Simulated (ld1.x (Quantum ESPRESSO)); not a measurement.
**u(r) = r·R(r): atom against pseudo-atom (indium (In))**

Columns: radius, all-electron u(r) and pseudo u(r) of the 5p shell (level -2.64 eV) of indium in the configuration [Kr] 4d10 5s1.75 5p1.25; revPBE, scalar-relativistic, TM semilocal scheme, ld1.x (Quantum ESPRESSO) 7.5.

| r (bohr) | all-electron | pseudo |
| --- | --- | --- |
| 0.143 | -0.0224 | -0.0025 |
| 0.285 | -0.1287 | -0.0099 |
| 0.428 | 0.0277 | -0.0224 |
| 0.570 | 0.1745 | -0.0401 |
| 0.713 | 0.2225 | -0.0634 |
| 0.855 | 0.1858 | -0.0922 |
| 0.998 | 0.1013 | -0.1269 |
| 1.140 | -0.0008 | -0.1669 |
| 1.283 | -0.1042 | -0.2122 |
| 1.425 | -0.1986 | -0.2611 |
| 1.568 | -0.2815 | -0.3123 |
| 1.710 | -0.3509 | -0.3629 |
| 1.853 | -0.4083 | -0.4109 |
| 1.995 | -0.4538 | -0.4531 |
| 2.138 | -0.4895 | -0.4884 |
| 2.280 | -0.5161 | -0.5155 |
| 2.423 | -0.5351 | -0.5350 |
| 2.565 | -0.5475 | -0.5475 |
| 2.708 | -0.5542 | -0.5542 |
| 2.850 | -0.5562 | -0.5562 |
| 2.992 | -0.5540 | -0.5540 |
| 3.135 | -0.5485 | -0.5485 |
| 3.278 | -0.5401 | -0.5401 |
| 3.420 | -0.5295 | -0.5295 |
| 3.563 | -0.5170 | -0.5170 |
| 3.705 | -0.5032 | -0.5032 |

Q: How many radial nodes do the two functions have?

A: The all-electron 5p function has n − l − 1 = 3 (the table is too coarse to show those close to the nucleus); the pseudo-wave has 0, since the states of the same l below it are removed with the core.

Q: At about which radius was the pseudo-wave matched?

A: 2.75 bohr. The columns agree to 0.0005 from 2.42 bohr on; several derivatives are matched, so the curves merge somewhat inside the radius.

Q: Is the pseudo-wave norm-conserving?

A: Yes: the TM semilocal scheme keeps the norm inside the radius equal to the all-electron one, which fixes the energy derivative of the logarithmic derivative at the level.
